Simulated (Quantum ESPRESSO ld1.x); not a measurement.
The sulfur ion S2+, 14 electrons, occupied as [Ne] 3s2 3p2. All-electron calculation, scalar-relativistic Kohn-Sham, BLYP, spin-unpolarised, spherical densities, point nucleus. Program: ld1.x of Quantum ESPRESSO 7.5.

Normalised radial functions P(r) = r R(r), r in bohr:

```
   r/bohr * 2s, o 3s (the largest magnitude, 1.49, reaches the edge; | marks zero, & curves that meet)
 0.004496                             |o *
 0.005715                             |o *
 0.007266                             |o  *
 0.009237                             | o  *
  0.01174                             | o   *
  0.01493                             | o    *
  0.01898                             |  o     *
  0.02412                             |  o      *
  0.03067                             |   o      *
  0.03898                             |   o       *
  0.04956                             |   o        *
    0.063                             |   o       *
  0.08009                             |  o      *
   0.1018                             | o   *
   0.1294                             o*
   0.1632                      *   o  |
   0.2075              *         o    |
   0.2638       *              o      |
   0.3353  *                  o       |
   0.4263  *                    o     |
   0.5419      *                    o |
   0.6889            *                |   o
   0.8758                   *         |         o
    1.113                        *    |              o
    1.415                           * |               o
    1.799                             *             o
    2.287                             *        o
    2.908                             *    o
    3.697                             * o
    4.699                             &
    5.974                             &
```

2s: eigenvalue -237.28 eV, 1 radial node at r = 0.132 bohr, <r> = 0.479 bohr, 90 % of the charge inside 0.751 bohr. 3s: eigenvalue -39.242 eV, 2 radial nodes at r = 0.129, 0.598 bohr, <r> = 1.58 bohr, 90 % of the charge inside 2.36 bohr.
